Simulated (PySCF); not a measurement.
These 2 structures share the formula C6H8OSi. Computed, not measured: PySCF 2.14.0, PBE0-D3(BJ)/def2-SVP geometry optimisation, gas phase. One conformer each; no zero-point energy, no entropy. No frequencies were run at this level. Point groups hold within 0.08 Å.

Task: Order them by energy at this level, lowest first, and give relative energies in kcal/mol.
A. `[SiH3:1][O:2][c:3]1[cH:4][cH:5][cH:6][cH:7][cH:8]1` with Si1–O2–C3–C4 178°
B. `[cH:1]1[cH:2][o:3][c:4]([SiH:5]2[CH2:6][CH2:7]2)[cH:8]1` with O3–C4–Si5–C6 101°

Result: A (0.0), B (50.5).

As drawn, the lower has an Si–O bond, which the higher lacks; the higher has a three-membered ring and an Si–C bond, which the lower lacks.

| SMILES | E (Eh) | E rel (kcal/mol) | dipole (D) | point group | A, B, C (MHz) |
| --- | --- | --- | --- | --- | --- |
| [SiH3]Oc1ccccc1 | -597.41015 | 0.0 | 0.76 | – | 4862, 1029, 857.9 |
| c1coc([SiH]2CC2)c1 | -597.32961 | 50.5 | 0.98 | C1 | 4891, 1030, 932.2 |

Task: How do the relative energies change in single points at PBE0/pcSseg-1 (no added dispersion term) on the same geometries?

Result: 
| SMILES | PBE0-D3(BJ)/def2-SVP (kcal/mol) | PBE0/pcSseg-1 (kcal/mol) | shift |
| --- | --- | --- | --- |
| [SiH3]Oc1ccccc1 | 0.0 | 0.0 | 0.0 |
| c1coc([SiH]2CC2)c1 | 50.5 | 48.8 | -1.7 |

Each column counts from its own lowest isomer. The order is unchanged; the largest shift is 1.7 kcal/mol.
